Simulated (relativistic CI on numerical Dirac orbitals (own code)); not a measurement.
# Au2+: 5p photoemission

Computed with this model: Dirac-Coulomb-Breit CI, KLI orbitals optimised for each configuration, QED by a radiative potential, valence Slater integrals scaled by 0.9, multiplet model of photoemission in the sudden approximation; configurations [Xe] 4f14 5d9 → [Kr] 4d10 4f14 5s2 5p5 5d9; 80 K; Lorentzian 1.5 eV and Gaussian 0.6 eV FWHM. Energies are those of the free ion, without screening or charge transfer. The energies are binding energies and can lie tens of eV above those of solids. S is read from ⟨S²⟩ = S(S + 1).

Field parameters in Wybourne normalisation: D3d B²₀ = −7Dσ, B⁴₀ = −14Dq − 21Dτ, B⁴₃ = −14√(10/7) Dq; D4h B²₀ = −7Ds, B⁴₀ = 21(Dq − Dt), B⁴₄ = 21√(5/14) Dq. The field is a parameter set, without covalency.

free ion: ground-state S = 0.50, centroid 93.82 eV. Peaks (eV, height): 85.6 (100), 88.2 (53), 89.8 (38), 92.0 (60), 105.2 (61), 106.6 (72).

D4h, 10Dq = 12000, Ds = 850, Dt = -60 cm⁻¹: ground-state S = 0.50, centroid 93.85 eV. Peaks (eV, height): 86.0 (100), 91.8 (43), 104.4 (45), 106.6 (53).

D3d, 10Dq = 35500, Dσ = -870, Dτ = -120 cm⁻¹: ground-state S = 0.50, centroid 93.87 eV. Peaks (eV, height): 86.6 (100), 91.2 (35), 94.6 (9), 104.4 (49), 106.8 (37).

D4h, 10Dq = 17700, Ds = 2390, Dt = 730 cm⁻¹: ground-state S = 0.50, centroid 93.86 eV. Peaks (eV, height): 86.4 (100), 91.8 (38), 104.6 (47), 107.0 (40).

Strongest unbroadened transitions for D4h, 10Dq = 17700, Ds = 2390, Dt = 730 cm⁻¹:

```tsv
Energy (eV)	Relative strength
85.86	61.5
85.88	61.2
86.36	100.0
86.52	43.0
86.98	57.1
87.81	46.2
88.90	16.0
89.49	24.7
91.53	31.3
91.68	25.7
92.30	40.6
104.23	55.7
104.48	46.3
105.30	49.9
106.48	12.8
106.56	11.6
106.95	39.7
107.30	42.5
```
